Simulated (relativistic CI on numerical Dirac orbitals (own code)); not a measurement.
Computed by Dirac-Coulomb-Breit CI, orbitals from a KLI potential per configuration, a model potential for QED, unscaled Slater integrals (own radial code, finite nucleus).

The strongest absorption lines from the ground level of an ion, among the configurations computed and to levels below about 103 eV (vacuum wavelength in Å, gf): 124.44 (0.87), 124.69 (0.78), 125.18 (0.87), 125.31 (0.71), 126.37 (0.62), 130.60 (0.52), 130.89 (0.78), 132.03 (0.55).

Q: Which ion is it?
A. As¹⁰⁺
B. Br¹⁰⁺
C. As⁸⁺
D. As⁶⁺

A: C. As⁸⁺ has 25 electrons and the ground level 3s2.3p6.3d7 4F_9/2; the strongest line goes to 3s2.3p6.3d6.4p 4F°_9/2. The pattern of lines fixes the number of electrons, and along that sequence the line energies rise steadily with the charge (about as its square where n changes within one kind of shell, about linearly where n is kept but much faster in heavy ions where fine structure, which grows about as Z⁴, sets the gap, and irregularly where shells cross), which fixes Z. Configurations outside the model, such as inner-shell arrays, can give stronger lines. At this charge configurations can still be misplaced by up to about 7 % of their energy. Terms inside the open d or f shell come out 10 to 20 % too wide with unscaled integrals.
